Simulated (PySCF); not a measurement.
## Basis-set dependence of population analyses: `C=NCCB(F)F`

C₃H₆BF₂N.
Geometry (PBE0-D3(BJ)/def2-SVP, Å), atoms numbered from 1 in this order:
```xyz
13
C3H6BF2N angstrom
C      1.9996   -0.1251    0.6893
N      1.2649    0.5955   -0.0411
C      0.3310   -0.0508   -0.9307
C     -1.0862    0.4060   -0.6016
B     -1.5795   -0.0416    0.8109
F     -2.6023    0.5377    1.4114
F     -1.0209   -1.0522    1.4568
H      1.9728   -1.2336    0.6769
H      2.7075    0.3506    1.3837
H      0.3987   -1.1579   -0.8843
H      0.5867    0.2509   -1.9603
H     -1.1649    1.5024   -0.6822
H     -1.8044    0.0014   -1.3390
```

PBE0 throughout (PySCF), one geometry, spherical d and f functions. One conformer (not necessarily the lowest) at the PBE0-D3(BJ)/def2-SVP geometry, without solvent, vibrations or thermal averaging. Atoms taken as equivalent share a column and are averaged. The first 7 of 10 kinds of atom are listed.

Mulliken charges (e):

| basis | functions | C1 | N2 | C3 | C4 | B5 | F6/F7 | H8 |
| --- | --- | --- | --- | --- | --- | --- | --- | --- |
| STO-3G | 41 | -0.058 | -0.227 | -0.072 | -0.260 | +0.375 | -0.124 | +0.070 |
| 6-31G | 75 | -0.156 | -0.299 | -0.232 | -0.577 | +0.766 | -0.298 | +0.148 |
| pcSseg-0 | 75 | -0.119 | -0.562 | -0.244 | -0.911 | +1.001 | -0.317 | +0.201 |
| 6-31G* | 110 | -0.177 | -0.282 | -0.215 | -0.571 | +0.689 | -0.259 | +0.152 |
| cc-pVDZ | 128 | +0.029 | -0.222 | +0.029 | -0.169 | +0.247 | -0.096 | +0.030 |
| def2-SVP | 128 | +0.005 | -0.257 | +0.083 | -0.194 | +0.248 | -0.108 | +0.042 |
| aug-cc-pVDZ | 215 | +0.567 | -0.349 | +0.652 | +0.544 | +0.953 | -0.452 | -0.189 |
| 6-311+G(2d,p) | 225 | -0.131 | -0.095 | -0.241 | -0.722 | +0.952 | -0.319 | +0.105 |
| def2-TZVP | 253 | -0.137 | -0.212 | -0.059 | -0.313 | +0.484 | -0.238 | +0.097 |
| cc-pVTZ | 294 | -0.098 | -0.189 | -0.036 | -0.242 | +0.382 | -0.186 | +0.065 |
| IGLO-III | 305 | +0.014 | -0.339 | -0.005 | -0.476 | +0.849 | -0.349 | +0.062 |

IAO charges (e):

```json
{"basis": "STO-3G", "functions": "41", "C1": "-0.160", "N2": "-0.179", "C3": "-0.182", "C4": "-0.413", "B5": "+0.462", "F6/F7": "-0.162", "H8": "+0.105"}
{"basis": "6-31G", "functions": "75", "C1": "-0.146", "N2": "-0.240", "C3": "-0.162", "C4": "-0.460", "B5": "+0.703", "F6/F7": "-0.301", "H8": "+0.116"}
{"basis": "pcSseg-0", "functions": "75", "C1": "-0.128", "N2": "-0.245", "C3": "-0.160", "C4": "-0.462", "B5": "+0.684", "F6/F7": "-0.289", "H8": "+0.111"}
{"basis": "6-31G*", "functions": "110", "C1": "-0.115", "N2": "-0.255", "C3": "-0.133", "C4": "-0.458", "B5": "+0.746", "F6/F7": "-0.312", "H8": "+0.107"}
{"basis": "cc-pVDZ", "functions": "128", "C1": "-0.118", "N2": "-0.250", "C3": "-0.133", "C4": "-0.457", "B5": "+0.732", "F6/F7": "-0.308", "H8": "+0.106"}
{"basis": "def2-SVP", "functions": "128", "C1": "-0.110", "N2": "-0.251", "C3": "-0.129", "C4": "-0.453", "B5": "+0.731", "F6/F7": "-0.307", "H8": "+0.104"}
{"basis": "aug-cc-pVDZ", "functions": "215", "C1": "-0.119", "N2": "-0.264", "C3": "-0.137", "C4": "-0.465", "B5": "+0.746", "F6/F7": "-0.317", "H8": "+0.110"}
{"basis": "6-311+G(2d,p)", "functions": "225", "C1": "-0.117", "N2": "-0.266", "C3": "-0.138", "C4": "-0.468", "B5": "+0.753", "F6/F7": "-0.320", "H8": "+0.111"}
{"basis": "def2-TZVP", "functions": "253", "C1": "-0.118", "N2": "-0.264", "C3": "-0.137", "C4": "-0.470", "B5": "+0.761", "F6/F7": "-0.322", "H8": "+0.111"}
{"basis": "cc-pVTZ", "functions": "294", "C1": "-0.119", "N2": "-0.261", "C3": "-0.138", "C4": "-0.470", "B5": "+0.759", "F6/F7": "-0.321", "H8": "+0.111"}
{"basis": "IGLO-III", "functions": "305", "C1": "-0.119", "N2": "-0.265", "C3": "-0.139", "C4": "-0.470", "B5": "+0.759", "F6/F7": "-0.322", "H8": "+0.112"}
```

Some averages cover members that differ in this geometry, most widely: F6/F7, Mulliken in aug-cc-pVDZ -0.521 to -0.384; F6/F7, Mulliken in 6-311+G(2d,p) -0.342 to -0.297 e.

Question: Which scheme is steadiest as the basis changes?

Answer: Largest range over the bases for any column: IAO 0.30 e, Mulliken 1.46 e. IAO charges move least and Mulliken charges most, counted in e. Without the minimal STO-3G basis the ranges are IAO 0.08, Mulliken 1.46 e.

Question: How much do the charges still move between the two largest bases, cc-pVTZ and IGLO-III?

Answer: At most, over all atoms: Mulliken 0.468 e, IAO 0.004 e.

Question: What do the same runs give for the total energy, the frontier levels and the dipole moment?

Answer: 
```json
{"basis": "STO-3G", "energy (Eh)": "-391.5892", "HOMO (eV)": "-4.74", "LUMO (eV)": "2.98", "μ (D)": "1.36"}
{"basis": "6-31G", "energy (Eh)": "-396.7764", "HOMO (eV)": "-7.11", "LUMO (eV)": "-0.20", "μ (D)": "2.05"}
{"basis": "pcSseg-0", "energy (Eh)": "-395.9878", "HOMO (eV)": "-7.18", "LUMO (eV)": "-0.32", "μ (D)": "2.08"}
{"basis": "6-31G*", "energy (Eh)": "-396.8797", "HOMO (eV)": "-7.23", "LUMO (eV)": "-0.04", "μ (D)": "1.60"}
{"basis": "cc-pVDZ", "energy (Eh)": "-396.9079", "HOMO (eV)": "-7.29", "LUMO (eV)": "-0.20", "μ (D)": "1.62"}
{"basis": "def2-SVP", "energy (Eh)": "-396.5939", "HOMO (eV)": "-7.33", "LUMO (eV)": "-0.29", "μ (D)": "1.70"}
{"basis": "aug-cc-pVDZ", "energy (Eh)": "-396.9337", "HOMO (eV)": "-7.53", "LUMO (eV)": "-0.68", "μ (D)": "1.79"}
{"basis": "6-311+G(2d,p)", "energy (Eh)": "-397.0148", "HOMO (eV)": "-7.56", "LUMO (eV)": "-0.68", "μ (D)": "1.82"}
{"basis": "def2-TZVP", "energy (Eh)": "-397.0513", "HOMO (eV)": "-7.52", "LUMO (eV)": "-0.54", "μ (D)": "1.77"}
{"basis": "cc-pVTZ", "energy (Eh)": "-397.0354", "HOMO (eV)": "-7.48", "LUMO (eV)": "-0.46", "μ (D)": "1.72"}
{"basis": "IGLO-III", "energy (Eh)": "-397.0601", "HOMO (eV)": "-7.55", "LUMO (eV)": "-0.63", "μ (D)": "1.79"}
```

The dipole is fixed by the density alone, so its range of 0.72 D shows that the density itself changes with the basis, not only its division among atoms.
